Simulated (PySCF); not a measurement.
**Exercise with solution: oscillator strength and radiative lifetime**

Si(Cl)3(OMe) (CH3Cl3OSi), SMILES CO[Si](Cl)(Cl)Cl.

Coordinates come from a PBE-D3(BJ)/def2-SVP optimisation. Other conformers were not sampled.

PySCF 2.14.0 with TDA-LC-ωPBE/def2-SVPD puts the first singlet state with f over 0.02 at 8.36 eV (vertical), with the transition dipole (-0.345, 0.201, 0.000) in atomic units.

### Question
Find the oscillator strength, the wavelength and the radiative lifetime that this transition would have in vacuum if emission retraced absorption.

### Answer

|μ|² = 0.1594 au, so |μ| = 1.01 D. ΔE = 8.36/27.211 = 0.3072 hartree. f = (2/3) ΔE |μ|² = 0.033 (the program prints 0.033).
λ = 1239.84/8.36 = 148 nm; ν = 67428 cm⁻¹.
Einstein's coefficient A = 0.6670 ν² f s⁻¹ (ν in cm⁻¹) = 9.9e7 s⁻¹, so τ = 1/A = 10 ns. This state is S3; the lower singlets have f = 0.001, 0.005. The figure is the radiative limit of this one transition; relaxation, internal conversion, crossing to triplets and a medium change what is measured.
